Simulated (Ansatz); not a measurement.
Basis sets compared for the cluster HfO3⁻ (the lowest doublet isomer of a short search). Charge -1, multiplicity 2. Geometry r2SCAN-D4/def2-TZVPD. Ansatz on 4 threads of Arm Neoverse V2 on a shared host; times are rough, and most runs start from earlier orbitals.

```tsv
atom	x (Å)	y (Å)	z (Å)
Hf1	0.0201	-0.0301	-0.0247
O2	-0.7631	-0.4411	-1.6837
O3	-0.8472	1.2804	1.0526
O4	1.5903	-0.8091	0.6557
```

In the def2 sets Hf takes a core potential; there is no spin–orbit coupling. The structure comes from a short search, and lower isomers may exist.

```tsv
level	functions	energy (Eh)	HOMO (eV)	LUMO (eV)	wall time
PBE-D4/def2-SVPD	104	-273.4425	-0.90	-0.66	2.2 s
PBE0-D4/def2-SVPD	104	-273.3591	-1.89	-0.05	4.5 s
```

(1) Estimate the rows for PBE-D4/def2-TZVPD, PBE0-D4/def2-TZVPD (with forces).

Results:

(1) 
| level | functions | energy (Eh) | HOMO (eV) | LUMO (eV) | wall time |
| --- | --- | --- | --- | --- | --- |
| PBE-D4/def2-TZVPD | 163 | -273.7095 | -0.85 | -0.63 | 4 s |
| PBE0-D4/def2-TZVPD (with forces) | 163 | -273.6285 | -1.85 | 0.00 | 11 s |
